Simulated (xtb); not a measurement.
SnO2, SMILES [O]=[Sn]=[O]. All values are semi-empirical tight-binding results from xtb (GFN2-xTB unless named), good for trends rather than for accurate numbers. Coordinates come from a GFN2-xTB optimisation.

Optimised geometry:

Bonded distances (Å): Sn1–O2 1.737, Sn1–O3 1.737. Angles (°): O2–Sn1–O3 180.0.
Charge 0, spin multiplicity 1.

For metal compounds this method's bond lengths and energies can be far off.

The point group as xtb finds it is D∞h, the orbital gap is 4.78 eV and the zero-point energy is 2.4 kcal/mol. The G − E(el) at 298.15 K (modified RRHO) is -13.3 kcal/mol.

Computed atomic charges and the Wiberg bond orders between heavy atoms:
charges (e) Sn1 0.54, O2 -0.27, O3 -0.27. Bond orders Sn1–O2 1.62, Sn1–O3 1.62, O2–O3 0.54.
